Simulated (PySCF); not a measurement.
A calculated (UHF, PySCF 2.14, x2c-TZVPPall with one added diffuse shell each of s, p, d, f type, the spin-free X2C one-electron Hamiltonian (Gaussian nucleus)) atom or ion has these occupied shells.

```json
{"shell": "1s α", "electrons": "1", "orbital energy (eV)": "-19109.2", "rms radius, mean of both spins (bohr)": "0.0415"}
{"shell": "1s β", "electrons": "1", "orbital energy (eV)": "-19109.2", "rms radius, mean of both spins (bohr)": "0.0415"}
{"shell": "2s α", "electrons": "1", "orbital energy (eV)": "-2766.2", "rms radius, mean of both spins (bohr)": "0.171"}
{"shell": "2s β", "electrons": "1", "orbital energy (eV)": "-2765.7", "rms radius, mean of both spins (bohr)": "0.171"}
{"shell": "2p α", "electrons": "3", "orbital energy (eV)": "-2466.8", "rms radius, mean of both spins (bohr)": "0.152"}
{"shell": "2p β", "electrons": "3", "orbital energy (eV)": "-2466.4", "rms radius, mean of both spins (bohr)": "0.152"}
{"shell": "3s α", "electrons": "1", "orbital energy (eV)": "-512.21", "rms radius, mean of both spins (bohr)": "0.471"}
{"shell": "3s β", "electrons": "1", "orbital energy (eV)": "-511.84", "rms radius, mean of both spins (bohr)": "0.471"}
{"shell": "3p α", "electrons": "3", "orbital energy (eV)": "-411.39", "rms radius, mean of both spins (bohr)": "0.478"}
{"shell": "3p β", "electrons": "3", "orbital energy (eV)": "-411.07", "rms radius, mean of both spins (bohr)": "0.478"}
{"shell": "3d α", "electrons": "5", "orbital energy (eV)": "-246.39", "rms radius, mean of both spins (bohr)": "0.473"}
{"shell": "3d β", "electrons": "5", "orbital energy (eV)": "-245.74", "rms radius, mean of both spins (bohr)": "0.473"}
{"shell": "4s α", "electrons": "1", "orbital energy (eV)": "-95.866", "rms radius, mean of both spins (bohr)": "1.23"}
{"shell": "4s β", "electrons": "1", "orbital energy (eV)": "-92.866", "rms radius, mean of both spins (bohr)": "1.23"}
{"shell": "4p α", "electrons": "3", "orbital energy (eV)": "-66.342", "rms radius, mean of both spins (bohr)": "1.37"}
{"shell": "4p β", "electrons": "3", "orbital energy (eV)": "-62.614", "rms radius, mean of both spins (bohr)": "1.37"}
{"shell": "4d α", "electrons": "2", "orbital energy (eV)": "-28.768", "rms radius, mean of both spins (bohr)": "1.90"}
{"shell": "5s α", "electrons": "1", "orbital energy (eV)": "-21.226", "rms radius, mean of both spins (bohr)": "3.26"}
```

Q: Name the element and its charge.

A: Nb²⁺ (niobium, charge +2), in [Kr] 4d2 5s1, high-spin 4F determinant (an excited configuration).
